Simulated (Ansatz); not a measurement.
The lowest singlet and triplet of AlCl (SMILES [Al][Cl]); geometries from B3LYP-D3(BJ)/def2-TZVP, each state relaxed from the structure named, with no frequency check.
Singlet at the triplet's geometry (charge 0, multiplicity 1):
```xyz
2

Al     0.0000     0.0000    -1.2044
Cl     0.0000     0.0000     0.9210
```

```csv
level,"gap E(singlet) − E(triplet), vertical, at the triplet's geometry (kcal/mol)",cost
R-r2SCAN/def2-TZVPP,-60.22,×1
U-wB97X-V/def2-TZVPP,-70.00,×2
U-MP2/cc-pV(D+d)Z,-63.69,-
U-MP2/cc-pV(T+d)Z,-64.34,-
U-MP2/cc-pV(Q+d)Z,-64.53,-
U-SCS-MP2/cc-pV(D+d)Z,-66.88,-
R-SCS-MP2/cc-pV(Q+d)Z,-68.44,-
U-SCS-MP2/cc-pV(Q+d)Z,-68.44,-
R-CCSD/cc-pV(D+d)Z,-68.42,-
U-CCSD/cc-pV(T+d)Z,-67.94,-
R-CCSDT(Q)/cc-pV(D+d)Z,-68.78,×6
"SC-NEVPT2 on SA-CASSCF(2,3)/cc-pV(D+d)Z",-69.17,-
"FIC-NEVPT4(SD) on SA-CASSCF(2,3)/cc-pV(T+d)Z",-68.54,-
"FIC-MRCISD+Q on SA-CASSCF(2,3)/cc-pV(Q+d)Z",-68.20,-
```

The rows run from -70.00 (U-wB97X-V/def2-TZVPP) to -60.22 kcal/mol (R-r2SCAN/def2-TZVPP). From cc-pV(D+d)Z to cc-pV(Q+d)Z U-MP2 changes by -0.84.

A positive gap puts the triplet lower; no zero-point energy. R- takes a restricted singlet. U- takes an unrestricted singlet (broken symmetry where lower, unprojected). The triplet is unrestricted in single-reference levels. Active spaces average the two states.

Correlated levels freeze the cores.

The values were computed with Ansatz (Gaussian orbitals). Each number belongs to the level named beside it.

Costs are rough ratios of core time to R-PBE/def2-TZVPP (about 1.8 s over the structures, on one shared machine); a dash marks a level with no comparable run of its own.

Ansatz is a program for electronic structure.
